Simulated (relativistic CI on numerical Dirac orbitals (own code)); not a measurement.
# Mn6+ (3d) in a crystal field

Calculated by Dirac-Coulomb-Breit CI, KLI orbitals optimised for each configuration, model QED (radiative potential, 1s self-energy scaled to tabulated hydrogen-like ionisation energies), valence Slater integrals scaled by 0.85, one configuration in a parametric crystal field (own radial code).

Field parameters in Wybourne normalisation: Td as Oh with Dq negative (B⁴₀ = 21Dq, B⁴₄ = √(5/14) B⁴₀). The field is a parameter set, without covalency.

S is read from ⟨S²⟩ = S(S + 1).

Powder χT (cm³ K mol⁻¹) by Van Vleck's formula, with temperature-independent terms:

| Field | 2 K | 5 K | 10 K | 20 K | 50 K | 100 K | 200 K | 300 K |
| --- | --- | --- | --- | --- | --- | --- | --- | --- |
| Td, 10Dq = -2600 cm⁻¹ | 0.171 | 0.172 | 0.174 | 0.177 | 0.187 | 0.203 | 0.236 | 0.269 |
| Td, 10Dq = -4700 cm⁻¹ | 0.234 | 0.235 | 0.236 | 0.238 | 0.244 | 0.255 | 0.276 | 0.297 |
| Td, 10Dq = -6800 cm⁻¹ | 0.272 | 0.272 | 0.273 | 0.274 | 0.279 | 0.286 | 0.301 | 0.316 |
| Td, 10Dq = -8900 cm⁻¹ | 0.294 | 0.294 | 0.295 | 0.296 | 0.3 | 0.305 | 0.317 | 0.328 |
| Td, 10Dq = -11000 cm⁻¹ | 0.309 | 0.309 | 0.309 | 0.31 | 0.313 | 0.318 | 0.327 | 0.337 |
| Td, 10Dq = -13050 cm⁻¹ | 0.319 | 0.319 | 0.319 | 0.32 | 0.322 | 0.326 | 0.334 | 0.342 |
| Td, 10Dq = -15150 cm⁻¹ | 0.326 | 0.327 | 0.327 | 0.328 | 0.33 | 0.333 | 0.34 | 0.347 |
| Td, 10Dq = -17250 cm⁻¹ | 0.332 | 0.332 | 0.333 | 0.333 | 0.335 | 0.338 | 0.344 | 0.35 |

Q: For Td, 10Dq = -13050 cm⁻¹: what effective moment follows at 300 K?

A: μ_eff = √(8χT) = 1.65 μB. The ground level has S = 0.50; the spin-only moment for S = 1/2 is 1.73 μB. The difference comes from the orbital moment, spin-orbit mixing of terms and temperature-independent paramagnetism, all larger in this ionic model than in covalent complexes.
